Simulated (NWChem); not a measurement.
# CH4N, doublet; SMILES C[NH]

In the optimisation the excess spin sits in a" (Cs, its own frame).

Q: Give the equilibrium geometry at B3LYP/6-31G* (spherical d), spin-unrestricted (NWChem) as an XYZ file, with the point group.

A: point group Cs; any orientation.
```
6

C     -0.0200    -0.6143     0.0000
N     -0.1254     0.8259     0.0000
H      0.5335    -0.9833    -0.8816
H     -1.0151    -1.0703     0.0000
H      0.5335    -0.9833     0.8816
H      0.8418     1.1853     0.0000
```
